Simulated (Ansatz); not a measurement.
Mulliken charges of `O=C[SiH](O)Cl` from B3LYP/def2-TZVPP in Ansatz (PBE0-D4/def2-TZVP geometry).

```csv
atom,x (Å),y (Å),z (Å),charge (e)
O1,0.682,0.664,1.688,-0.263
C2,-0.032,0.978,0.766,0.053
Si3,-0.322,-0.331,-0.610,0.616
O4,0.397,-1.681,-0.064,-0.382
Cl5,0.560,0.438,-2.293,-0.238
H6,-0.460,2.005,0.723,0.075
H7,-1.735,-0.602,-0.937,-0.068
H8,1.003,-1.528,0.670,0.207
```

**Question.** By hand: the dipole of these point charges (1 e Å = 4.8032 D).

**Answer.** Σ q r = (-0.373, 0.086, 0.048) e Å, of length 0.386 e Å = 1.85 D.

**Question.** How does the dipole of the full density compare? (Best estimate.)

**Answer.** The calculation gave: (-0.235, 0.154, 0.024) e Å, 1.35 D; the point charges give 1.37 times that, at 20° from its direction.

Point charges leave out the atoms' own dipoles, such as those of lone pairs, and Mulliken's split depends on the basis, so the two needn't agree.

B3LYP here is the variant with VWN-RPA as its local correlation; programs differ in this.
